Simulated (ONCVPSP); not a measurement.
# What one change does to a pseudopotential (Bi, ONCV)

bismuth (Bi), optimised norm-conserving Vanderbilt (ONCV), made with ONCVPSP 4.0.1 (PBE, scalar-relativistic). Core [Xe] 4f14 5d10, reference 6s2 6p3. Waves: 6s: rc 2.00 bohr, ncon 3, nbas 6, qcut 3.3 1/bohr, local; 6p: rc 2.20 bohr, ncon 5, nbas 8, qcut 3.7 1/bohr, 2 projectors, debl 2.8 Ha. Local part: the s channel. Core correction: Teter function, fcfact 3, rcfact 1.25.

Change: core correction Teter function, fcfact 3, rcfact 0.98.

Cutoffs: the cutoffs (Ha) at which the residual kinetic energy of the hardest occupied pseudo-wave falls to 1 and 0.1 mHa per electron; they do not see the model core or the augmentation charge, which bear on the density cutoff. Errors are all-electron minus pseudo energies relative to the spin-unpolarised reference configuration.

Problem. Predict the effect on cutoff, ghosts and configuration errors.

Solution. The potential gets neither clearly harder nor softer (12 Ha and 32 Ha → 12 Ha and 32 Ha); of the 4 tests that both files solve, the error grows in 1 and shrinks in 3 by more than 15 % and 0.3 meV (median size 17.3 → 4.4 meV); neither file shows a bound ghost. A model core, the more so a compact one, raises the density cutoff, which this test does not measure.

```tsv
quantity	base	changed
cutoff, loose	12 Ha	12 Ha
cutoff, tight	32 Ha	32 Ha
bound ghosts	none	none
GHOST(+) flags under 300 eV	none	none
error for 6s2 6p2, meV [ΔE 7.91 eV]	-5.3	-1.6
error for 6s2 6p1, meV [ΔE 23.16 eV]	-29	+7.2
error for 6s2 6p0, meV [ΔE 46.50 eV]	-76	+93
error for 6s2 6p2.5, meV [ΔE 3.10 eV]	-1.5	-0.9
s: phases at 2.03 bohr within 0.05 rad from the reference energy up to (Ha; the scan ends near 5)	1.6	1.6
p: phases at 2.24 bohr within 0.05 rad from the reference energy up to (Ha; the scan ends near 5)	3.9	3.9
rms error of d²Exc/dni dnj with the model core, mHa	3.37	6.25
```

Base: The cutoffs count occupied waves only; projector 2 of the p channel, the hardest unoccupied one, needs 49 Ha at the loose tolerance. Changed file: The cutoffs count occupied waves only; projector 2 of the p channel, the hardest unoccupied one, needs 49 Ha at the loose tolerance.
